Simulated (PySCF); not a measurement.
**Bond length, frequency and bond energy of SrS⁺ by level of theory**

State: ²Π (doublet), unpaired electrons π ↑. Set-up: PySCF, spin-free X2C with a Gaussian nucleus, basis sets Sr x2c-SVPall, S x2c-SVPall. De refers to Sr⁺ + S in their high-spin ground configurations, without counterpoise correction. The functionals are run spin-unrestricted. A positive dipole points towards S; it is taken about the centre of mass and depends on that origin.

| Level | Re (Å) | ωe (cm⁻¹) | De (eV) | μ (D) |
| --- | --- | --- | --- | --- |
| UHF | 2.640 | 322 | 1.50 | -10.37 |
| UHF-MP2 | 2.596 | 326 | 2.23 | n/a |
| UHF-SCS-MP2 | 2.605 | 323 | 2.21 | n/a |
| UHF-CCSD | 2.605 | 322 | 2.16 | n/a |
| UHF-CCSD(T) | 2.606 | 319 | 2.23 | n/a |
| LDA | 2.542 | 344 | 3.50 | -7.55 |
| PBE | 2.581 | 326 | 3.10 | -7.84 |
| PW91 | 2.580 | 327 | 3.16 | -7.80 |
| r²SCAN | 2.583 | 333 | 3.09 | -8.59 |
| PBE0 | 2.572 | 336 | 2.92 | -8.55 |
| MN15 | 2.553 | 342 | 3.21 | -8.78 |
| LC-ωPBE | 2.560 | 347 | 2.84 | -9.39 |

Task: Which functional lies closest to UHF-CCSD(T) in De, which farthest, and by how much do they differ from it?

Result: Closest is LC-ωPBE (-4.6 pm in Re, +8.8 % in ωe, +0.61 eV in De against UHF-CCSD(T) in the same basis), farthest LDA (-6.4 pm in Re, +7.8 % in ωe, +1.27 eV in De). CCSD(T) converges more slowly with the basis than the functionals do and binds too weakly in this one, so the order can change at the basis-set limit.

Task: What does a quarter of exact exchange do here, going from PBE to PBE0?

Result: PBE0 less PBE: -0.9 pm in Re, +3.1 % in ωe, -0.18 eV in De. Exact exchange removes part of the self-interaction that spreads semilocal densities, and in most molecules shortens and stiffens the bond and lowers De; so it does here.

Task: What does the triples do here, going from UHF-CCSD to UHF-CCSD(T)?

Result: UHF-CCSD(T) less UHF-CCSD: +0.1 pm in Re, -0.9 % in ωe, +0.07 eV in De. Correlation nearly always deepens the well. The bond length hardly moves.

Correlated steps freeze 14 core orbitals. Correlated levels converge slowly with the basis: in double zeta they bind strong bonds too weakly, by up to about 1 eV, and carry superposition errors of some tenths. Spin–orbit coupling is left out. For an ion De counts to the pair picked by the measured ionisation energies or electron affinities, which need not be the lowest pair at this level. Counting both spins, an empty level lies below a filled one in some of these solutions, because spin and occupation are held. The state was picked by a PBE0 search and need not be the measured ground state.

The whole job (state search and all levels along the bond) took about 13 min on 1 thread of Arm Neoverse N1 (shared host), peak memory 1.1 GiB.
